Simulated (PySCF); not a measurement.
CH$_{3}$S, doublet, at a GFN2-xTB geometry; M06/def2-SVP run with PySCF.

Here is a job for PySCF.
```python
from pyscf import gto, scf, dft

mol = gto.M(
    atom='''
C     0.08133729    1.12203680   -0.12550724
S    -0.07291609   -0.56203814    0.13309778
H     0.80181200   -0.95782336   -0.79481219
H    -0.53276719    1.73924269    0.49787221
H     0.40958879    1.47897019   -1.07958105
''',
    basis='def2-svp',
    spin=1,
    verbose=4,
)

mf = dft.UKS(mol)
mf.xc = 'm06'
mf.grids.atom_grid = (150, 974)
mf.kernel()
mf.analyze()
```

Question: Predict the main parts of the log of this PySCF run.

Answer: 
```
PySCF version 2.14.0

[INPUT] verbose = 4
[INPUT] num. atoms = 5
[INPUT] num. electrons = 25
[INPUT] charge = 0
[INPUT] spin (= nelec alpha-beta = 2S) = 1
[INPUT] symmetry False subgroup None
[INPUT] Mole.unit = angstrom
[INPUT] Symbol           X                Y                Z      unit          X                Y                Z       unit  Magmom
[...]
nuclear repulsion = 51.0672423908339
number of shells = 23
number of NR pGTOs = 81
number of NR cGTOs = 47
basis = def2-svp
ecp = {}

******** <class 'pyscf.dft.uks.UKS'> ********
method = UKS
initial guess = minao
damping factor = 0
level_shift factor = 0
DIIS = <class 'pyscf.scf.diis.CDIIS'>
diis_start_cycle = 1
diis_space = 8
diis_damp = 0
SCF conv_tol = 1e-09
SCF conv_tol_grad = None
SCF max_cycles = 50
direct_scf = True
direct_scf_tol = 1e-13
number electrons alpha = 13  beta = 12
XC library pyscf.dft.libxc version 7.1.2
    S. Lehtola, C. Steigemann, M. J. T. Oliveira, and M. A. L. Marques,  SoftwareX 7, 1–5 (2018)
XC functionals = m06
    Y. Zhao and D. G. Truhlar,  Theor. Chem. Acc. 120, 215 (2008)
    Y. Zhao and D. G. Truhlar,  Theor. Chem. Acc. 120, 215 (2008)
radial grids:
    Treutler-Ahlrichs [JCP 102, 346 (1995); DOI:10.1063/1.469408] (M4) radial grids

becke partition: Becke, JCP 88, 2547 (1988); DOI:10.1063/1.454033
pruning grids: <function nwchem_prune>
grids dens level: 3
symmetrized grids: False
atomic radii adjust function: <function treutler_atomic_radii_adjust>
User specified grid scheme (150, 974)
small_rho_cutoff = 0
Set gradient conv threshold to 3.16228e-05
tot grids = 401584
init E= -437.896521414253

cycle= 1 E= -437.811842373183  delta_E= 0.0847  |g|= 0.146  |ddm|= 1.56
cycle= 2 E= -437.81105075508  delta_E= 0.000792  |g|= 0.169  |ddm|= 0.345
cycle= 3 E= -437.827732297461  delta_E= -0.0167  |g|= 0.0243  |ddm|= 0.181
cycle= 4 E= -437.828153985472  delta_E= -0.000422  |g|= 0.0139  |ddm|= 0.0476
cycle= 5 E= -437.828296745001  delta_E= -0.000143  |g|= 0.00346  |ddm|= 0.0231
cycle= 6 E= -437.828313036789  delta_E= -1.63e-05  |g|= 0.0013  |ddm|= 0.00743
cycle= 7 E= -437.828315285491  delta_E= -2.25e-06  |g|= 0.000203  |ddm|= 0.00355
cycle= 8 E= -437.828315332723  delta_E= -4.72e-08  |g|= 5.24e-05  |ddm|= 0.000554
cycle= 9 E= -437.828315335487  delta_E= -2.76e-09  |g|= 1.76e-05  |ddm|= 0.000131
cycle= 10 E= -437.828315335779  delta_E= -2.92e-10  |g|= 5.14e-06  |ddm|= 3.29e-05
Extra cycle  E= -437.828315335799  delta_E= -1.97e-11  |g|= 2.97e-06  |ddm|= 1.33e-05
[...]
converged SCF energy = -437.828315335799  <S^2> = 0.75401552  2S+1 = 2.0040115
Total Energy =                        -437.828315335798607
[...]
 ** Mulliken Spin Density (per AO)  **
spin_pop of  0 C 1s       -0.00001
spin_pop of  0 C 2s        0.05039
spin_pop of  0 C 3s        0.00053
spin_pop of  0 C 2px       0.57466
spin_pop of  0 C 2py       0.02946
spin_pop of  0 C 2pz       0.20888
spin_pop of  0 C 3px       0.00674
spin_pop of  0 C 3py       0.00035
spin_pop of  0 C 3pz       0.00210
spin_pop of  0 C 3dxy     -0.00005
spin_pop of  0 C 3dyz      0.00011
spin_pop of  0 C 3dz^2    -0.00000
spin_pop of  0 C 3dxz     -0.00032
spin_pop of  0 C 3dx2-y2   -0.00035
spin_pop of  1 S 1s        0.00000
spin_pop of  1 S 2s       -0.00000
spin_pop of  1 S 3s        0.00126
spin_pop of  1 S 4s        0.00006
spin_pop of  1 S 2px       0.00001
spin_pop of  1 S 2py      -0.00000
spin_pop of  1 S 2pz       0.00001
spin_pop of  1 S 3px       0.10612
spin_pop of  1 S 3py      -0.01268
spin_pop of  1 S 3pz       0.08580
spin_pop of  1 S 4px       0.00051
spin_pop of  1 S 4py       0.00013
spin_pop of  1 S 4pz       0.00055
spin_pop of  1 S 3dxy      0.00310
spin_pop of  1 S 3dyz      0.00084
spin_pop of  1 S 3dz^2    -0.00010
spin_pop of  1 S 3dxz     -0.00002
spin_pop of  1 S 3dx2-y2   -0.00024
spin_pop of  2 H 1s       -0.00498
spin_pop of  2 H 2s        0.00016
spin_pop of  2 H 2px       0.00010
spin_pop of  2 H 2py      -0.00002
spin_pop of  2 H 2pz       0.00026
spin_pop of  3 H 1s       -0.02904
spin_pop of  3 H 2s        0.00051
spin_pop of  3 H 2px       0.00035
spin_pop of  3 H 2py       0.00005
spin_pop of  3 H 2pz       0.00016
spin_pop of  4 H 1s       -0.02648
spin_pop of  4 H 2s        0.00052
spin_pop of  4 H 2px       0.00043
spin_pop of  4 H 2py       0.00002
spin_pop of  4 H 2pz       0.00010
 ** Mulliken Spin Density (per atom)  **
spin density of  0 C =      0.87251
spin density of  1 S =      0.18534
spin density of  2 H =     -0.00447
spin density of  3 H =     -0.02797
spin density of  4 H =     -0.02541
 ** Mulliken pop alpha/beta on meta-lowdin orthogonal AOs **
 ** Mulliken pop       alpha | beta **
In total            13.00000 | 12.00000
 ** Mulliken atomic charges   ( Nelec_alpha | Nelec_beta ) **
charge of  0C =     -0.39255  (     3.63253      2.76002 )
charge of  1S =      0.07487  (     8.05523      7.86989 )
charge of  2H =      0.08246  (     0.45653      0.46100 )
charge of  3H =      0.12014  (     0.42595      0.45391 )
charge of  4H =      0.11507  (     0.42976      0.45517 )
Dipole moment(X, Y, Z, Debye):  0.30552, -0.02477, -0.87318
```
